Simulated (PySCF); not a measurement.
A structure optimised at PBE-D3(BJ)/def2-SVP, used in a PySCF frequency run:

```xyz
18

C     -1.6822    -1.6863     0.3267
C     -0.8721    -0.5696    -0.3168
C     -1.4178     0.8908    -0.1950
C     -0.0935     1.7127    -0.2553
Si     0.7769     0.1317     0.3696
C      2.4464    -0.4101    -0.3280
H     -1.8175    -1.5103     1.4147
H     -1.1871    -2.6725     0.2109
H     -2.6965    -1.7731    -0.1213
H     -0.7047    -0.7883    -1.3966
H     -2.1860     1.1669    -0.9513
H     -1.8925     1.0174     0.8028
H      0.1951     1.9332    -1.3047
H     -0.0731     2.6591     0.3180
H      0.8101     0.0716     1.8793
H      2.4420    -0.3784    -1.4362
H      3.2601     0.2522     0.0331
H      2.6894    -1.4457    -0.0125
```

Question: Write its SMILES and formula.

Answer: C[C@H]1CC[Si@@H]1C, C₅H₁₂Si

Question: What are its rotational constants (standard atomic weights)?

Answer: 3.8055, 2.2388, 1.5913 GHz
